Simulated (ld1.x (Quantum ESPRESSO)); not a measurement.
## Before and after: PAW potential for bromine (Br)

ld1.x (Quantum ESPRESSO) 7.5 input, shortened:

```
&input
   title='Br', zed=35., rel=1, dft='PZ', iswitch=3,
   config='[Ar] 3d10 4s2 4p4.75'
 /
 &inputp
   pseudotype=3, lpaw=.true., tm=.true., lloc=-1, rcloc=0.70,
   nlcc=.true., new_core_ps=.true.,
   which_augfun='BESSEL', rmatch_augfun=0.70
 /
6
4S  1  0   2.00   0.00  1.15  1.30  0.0
4S  1  0   0.00   1.85  1.15  1.30  0.0
4P  2  1   4.75   0.00  1.50  2.05  0.0
4P  2  1   0.00  -0.10  1.50  2.05  0.0
3D  3  2  10.00   0.00  0.75  0.80  0.0
3D  3  2   0.00  -2.25  0.75  0.80  0.0
 &test
   configts(1)='3d10 4s2 4p4.75'
 /
```

Change: wave 3d channel at -2.25 Ry: rcut 0.75, rcutus 0.80 bohr becomes 3d channel at -3.15 Ry: rcut 0.75, rcutus 0.80 bohr.

Cutoffs: the cutoffs (Ry, on a coarse ladder) from which the occupation-weighted sum of valence levels, in a spherical-Bessel basis at the reference potential, stays within 10 and 1 mRy of its value at 400 Ry; they do not see the model core or the augmentation charge, which bear on the density cutoff. Errors are all-electron minus pseudo energies relative to the spin-unpolarised reference configuration.

Problem. How do hardness, ghosts and transferability respond?

Solution. Both files keep a bound ghost (p, s); of the 8 tests that both files solve, the error grows in 6 and shrinks in 0 by more than 15 % and 0.3 meV (median size 4.8 → 7.1 meV).

| quantity | base | changed |
| --- | --- | --- |
| cutoff, loose | 260 Ry | 260 Ry |
| cutoff, tight | over 300 Ry | over 300 Ry |
| bound ghosts | s, p | s, p |
| tests counted (converged, no solver errors) | 8 of 9 | 8 of 9 |
| error for 3d10 4s2 4p5, meV [ΔE -2.28 eV] | +0.7 | +0.8 |
| error for 3d10 4s2 4p4, meV [ΔE 10.42 eV] | +5.6 | +7.4 |
| error for 3d10 4s2 4p3, meV [ΔE 33.37 eV] | +56 | +73 |
| error for 3d10 4s2 4p1, meV [ΔE 113.94 eV] | +579 | +823 |
| error for 3d10 4s2 4p4.5, meV [ΔE 2.87 eV] | +0.3 | +0.5 |
| error for 3d10 4s1 4p6, meV [ΔE 10.13 eV] | +58 | +70 |
| error for 3d10 4s2 4p4.75 (spin-polarised), meV [ΔE -0.25 eV] | +4.1 | +6.8 |
| error for 3d10 4s2 4p5 (spin-polarised), meV [ΔE -2.44 eV] | +3.1 | +4.7 |
| s: phases at 2.26 bohr within 0.05 rad from the reference energy up to (Ry; the scan ends near 5) | to the end of the scan | to the end of the scan |
| p: phases at 2.26 bohr within 0.05 rad from the reference energy up to (Ry; the scan ends near 5) | 4.8 | 4.8 |
| d: phases at 2.26 bohr within 0.05 rad from the reference energy up to (Ry; the scan ends near 5) | to the end of the scan | to the end of the scan |
| lowest overlap eigenvalue by channel | s 0.46, p 0.35, d 0.97 | s 0.46, p 0.35, d 0.93 |

Base: Tests not counted: 3d9 4s2 4p5 (solver errors, printed error -3277 eV). Changed file: Tests not counted: 3d9 4s2 4p5 (solver errors, printed error -321 eV). A true bound ghost makes a file unfit for plane-wave use even where its test errors are small: the radial tests pick states by their node count and pass the ghost by. Where a test does run into it, the solver fails or the error is huge.
